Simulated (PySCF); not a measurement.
**Shieldings and the share of exact exchange**

Molecule: `[SiH2]1C(F)=CC=C1`, C4H5FSi.

Structure with atom numbers: `[F:1][C:2]1=[CH:3][CH:4]=[CH:5][SiH2:6]1`. Hydrogens are named by the atom that carries them.

GIAO shieldings (ppm, equivalent atoms averaged) in PySCF 2.14 on the PBE0-D3(BJ)/def2-SVP geometry, basis pcSseg-2, gas phase, non-relativistic:

```csv
functional,exact exchange (%),σ(F1),σ(Si6)
BLYP,0,272.4,380.2
BP86,0,271.0,389.0
PBE,0,268.7,391.2
PBE0,25,296.9,402.7
mPW1PW91,25,297.7,400.7
BHandHLYP,50,323.9,405.1
HF,100,359.0,436.4
```

**Question.** Fit each shielding as a line in the percentage of exact exchange.

**Answer.** σ(F1) = 272.7 + 0.90 x (rms 3.4 ppm); σ(Si6) = 387.1 + 0.48 x (rms 4.2 ppm). The functionals also differ in their semilocal parts, which the line can't hold; Hartree–Fock has no correlation at all.

**Question.** What does the line predict for B3LYP (20 %), and what does the run give?

**Answer.** σ(F1): 290.7 predicted, 295.3 computed; σ(Si6): 396.7 predicted, 389.5 computed ppm.
